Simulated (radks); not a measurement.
Initial-state core-level shifts of the titanium ion Ti+ when its valence configuration changes from [Ar] 3d2 4s1. All-electron calculation, non-relativistic Kohn-Sham, BLYP, spin-polarised, spherical densities, point nucleus; open shells are filled with parallel spins first. Program: a radial shooting solver on a logarithmic mesh with Libxc functionals. Shifts are changes of the shell-averaged eigenvalues in eV (positive: less bound); the change of the density at the nucleus, which sets a Mossbauer isomer shift, is in e/bohr^3, on a base of 7143.

[
 {"valence": "4s1 4p2", "1s": "-15.442", "2p": "-17.469", "3s": "-14.409", "3p": "-13.849", "density at nucleus": "+4.7161"},
 {"valence": "3d2.5 4s0.5", "1s": "+2.470", "2p": "+2.825", "3s": "+2.474", "3p": "+2.372", "density at nucleus": "-2.4726"},
 {"valence": "3d2 4s0.5 4p0.5", "1s": "-0.598", "2p": "-0.578", "3s": "-0.592", "3p": "-0.589", "density at nucleus": "-1.8653"},
 {"valence": "3d1.5 4s1.5", "1s": "-2.913", "2p": "-3.311", "3s": "-2.835", "3p": "-2.722", "density at nucleus": "+2.7371"},
 {"valence": "3d3", "1s": "+4.581", "2p": "+5.236", "3s": "+4.647", "3p": "+4.458", "density at nucleus": "-4.5861"},
 {"valence": "3d1 4s2", "1s": "-6.165", "2p": "-7.033", "3s": "-5.906", "3p": "-5.664", "density at nucleus": "+6.0343"},
 {"valence": "3d1 4s1 4p1", "1s": "-7.161", "2p": "-8.039", "3s": "-6.887", "3p": "-6.628", "density at nucleus": "+2.0288"},
 {"valence": "3d1.5 4s0.5 4p1", "1s": "-4.011", "2p": "-4.401", "3s": "-3.918", "3p": "-3.791", "density at nucleus": "-1.0912"},
 {"valence": "3d1 4s0.5 4p1.5", "1s": "-7.732", "2p": "-8.603", "3s": "-7.446", "3p": "-7.182", "density at nucleus": "-0.1573"}
]
